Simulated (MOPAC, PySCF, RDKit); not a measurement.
Conformational energy of C3H6O3, SMILES O(C(OC)=O)C. Scanned: dihedral C1–O2–C3–O4; all other coordinates were relaxed at GFN2-xTB. Points at φ and −φ are mirror images. Heavy atoms are numbered in the order of the SMILES COC(=O)OC, hydrogens after them in the order of the atoms that carry them; the mirror image has the same energies with the sign of each dihedral reversed.

Methods: MMFF94 // GFN2-xTB (RDKit); PM6, restricted, heats of formation // GFN2-xTB (MOPAC); RKS-B3LYP/6-31G* = PySCF with restricted B3LYP/6-31G*, spherical d, density fitting // GFN2-xTB.

Energies in kcal/mol, each method relative to its own lowest point.

| φ / ° | MMFF94 | PM6 | RKS-B3LYP/6-31G* |
|---|---|---|---|
| -165 | 5.8 | 0.4 | 3.6 |
| -150 | 6.9 | 1.5 | 4.9 |
| -135 | 8.8 | 3.0 | 6.6 |
| -120 | 10.7 | 4.5 | 8.3 |
| -105 | 12.0 | 5.6 | 9.6 |
| -90 | 12.6 | 6.1 | 10.0 |
| -75 | 11.8 | 5.7 | 9.1 |
| -60 | 9.6 | 4.8 | 7.1 |
| -45 | 6.6 | 3.6 | 4.6 |
| -30 | 3.6 | 2.6 | 2.4 |
| -15 | 1.3 | 1.8 | 0.8 |
| 0 | 0.0 | 1.5 | 0.0 |
| 15 | 1.3 | 1.8 | 0.8 |
| 30 | 3.6 | 2.6 | 2.4 |
| 45 | 6.6 | 3.6 | 4.6 |
| 60 | 9.6 | 4.8 | 7.1 |
| 75 | 11.8 | 5.7 | 9.1 |
| 90 | 12.6 | 6.1 | 10.0 |
| 105 | 12.0 | 5.6 | 9.6 |
| 120 | 10.7 | 4.5 | 8.3 |
| 135 | 8.8 | 3.0 | 6.6 |
| 150 | 6.9 | 1.5 | 4.9 |
| 165 | 5.8 | 0.4 | 3.6 |
| 180 | 5.4 | 0.0 | 3.1 |
